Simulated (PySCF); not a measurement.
C4H10O2Si.
Numbering: `[CH3:1][CH2:2][SiH:3]1[O:4][CH2:5][CH2:6][O:7]1`

Structure used (GFN2-xTB), in Å, numbered top down from 1:
```
atom  x, y, z in Å
C1     2.194    0.003    0.835
C2     1.736   -0.578   -0.501
Si3   -0.118   -0.384   -0.832
O4    -1.017   -1.142    0.315
C5    -2.059   -0.324    0.759
C6    -1.691    1.138    0.432
O7    -0.702    1.128   -0.556
H8     3.264   -0.143    0.973
H9     1.987    1.070    0.876
H10    1.674   -0.481    1.658
H11    1.992   -1.635   -0.545
H12    2.280   -0.098   -1.313
H13   -0.526   -0.794   -2.175
H14   -2.192   -0.477    1.833
H15   -2.980   -0.608    0.240
H16   -2.558    1.691    0.062
H17   -1.294    1.647    1.316
```

Definitions: NICS(0) = −σiso at the ring centroid; NICS(1) = −σiso and NICS(1)zz = −σzz at ±1 Å along the ring normal z. Level: GIAO PBE0/pcSseg-1 (PySCF, non-relativistic, gas phase) on the GFN2-xTB geometry, one conformer.

Ring bond lengths (Å), with Mayer bond orders in brackets: Si3–O4 1.643 (0.97), O4–C5 1.397 (0.90), C5–C6 1.544 (1.03), C6–O7 1.398 (0.90), O7–Si3 1.644 (0.97).

Task: Give the NICS values of each ring in ppm.

Result: 
```tsv
ring	type	NICS(0)	NICS(1), two faces	NICS(1)zz, two faces	rms pucker (Å)	centre to ring atoms, mean (Å)
Si3–O4–C5–C6–O7	5-membered ring with 2 O and Si; formal bonds all single	-7.6	-2.3 / -2.7	-6.1 / -5.9	0.09	1.29
```

Task: What do they say, and how far can they be read as aromaticity?

Result: 
- Si3–O4–C5–C6–O7: mean NICS(1)zz -6.0 ppm, shielded. Si3, C5, C6 have four or more neighbours; no verdict on aromaticity is drawn. NICS(0) lies 5 ppm below the mean NICS(1).

Task: List the ring angles and the Hirshfeld charges of the ring atoms.

Result: 
- Si3–O4–C5–C6–O7: Si3 96.5° (+0.474 e), O4 111.1° (-0.244 e), C5 108.0° (+0.001 e), C6 108.1° (+0.002 e), O7 112.2° (-0.244 e); sum 535.9° against 540° for a flat convex ring.

Task: What are the shieldings of the ring atoms and their hydrogens in the same run (means over atoms taken as equivalent)?

Result: 
```tsv
atoms	environment	σ isotropic (ppm)	principal values of the symmetric part, first atom (ppm)
Si3	oxygen-bound silicon	338.0	284.4, 363.4, 366.0
O4 (×2)	silyl ether oxygen	303.3	259.9, 273.9, 370.4
C5 (×2)	sp3 carbon bound to oxygen	120.7	87.4, 111.3, 164.2
H13	Si–H hydrogen	26.69	22.8, 23.8, 33.4
H14 (×2)	methylene hydrogen	27.45	23.5, 25.4, 33.3
H15 (×2)	methylene hydrogen	27.51	22.4, 25.7, 34.6
```
